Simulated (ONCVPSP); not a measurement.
**What one change does to a pseudopotential (germanium (Ge), ONCV)**

germanium (Ge), optimised norm-conserving Vanderbilt (ONCV), made with ONCVPSP 4.0.1 (PBE, scalar-relativistic). Core [Ar], reference 3d10 4s2 4p1.75 (charge +0.25). Waves: 4s: rc 1.85 bohr, ncon 4, nbas 8, qcut 3.6 1/bohr, 3 projectors, debl 3.9 Ha; 4p: rc 1.65 bohr, ncon 4, nbas 9, qcut 4.7 1/bohr, 3 projectors, debl 0.3 Ha; 3d: rc 1.05 bohr, ncon 5, nbas 9, qcut 16.2 1/bohr, 2 projectors, debl 2.8 Ha. Local part: polynomial inside 0.95 bohr (lpopt 5, dvloc0 0 Ha). Core correction: Teter function, fcfact 4, rcfact 1.65.

Change: reference 3d10 4s1.75 4p2.25.

Cutoffs: the cutoffs (Ha) at which the residual kinetic energy of the hardest occupied pseudo-wave falls to 1 and 0.1 mHa per electron; they do not see the model core or the augmentation charge, which bear on the density cutoff. Errors are all-electron minus pseudo energies relative to the spin-unpolarised reference configuration.

Q: What does the change do?

A: The potential gets neither clearly harder nor softer (107 Ha and 118 Ha → 107 Ha and 118 Ha); both files keep a bound ghost (p).

| quantity | base | changed |
| --- | --- | --- |
| cutoff, loose | 107 Ha | 107 Ha |
| cutoff, tight | 118 Ha | 118 Ha |
| loose cutoff by channel | s 13 Ha, p 6.9 Ha, d 107 Ha | s 13 Ha, p 6.8 Ha, d 107 Ha |
| bound ghosts | p | p |
| GHOST(+) flags under 300 eV | s at 171.5 eV, p at 265.5 eV | s at 173.2 eV, p at 267.1 eV |
| largest error over its own tests, meV | -2.4 | -7.0 |
| s: phases at 1.87 bohr within 0.05 rad from the reference energy up to (Ha; the scan ends near 5) | to the end of the scan | to the end of the scan |
| p: phases at 1.67 bohr within 0.05 rad from the reference energy up to (Ha; the scan ends near 5) | to the end of the scan | to the end of the scan |
| d: phases at 1.07 bohr within 0.05 rad from the reference energy up to (Ha; the scan ends near 5) | to the end of the scan | to the end of the scan |
| rms error of d²Exc/dni dnj with the model core, mHa | 1.81 | 1.82 |

 A true bound ghost makes a file unfit for plane-wave use even where its test errors are small: the radial tests pick states by their node count and pass the ghost by.
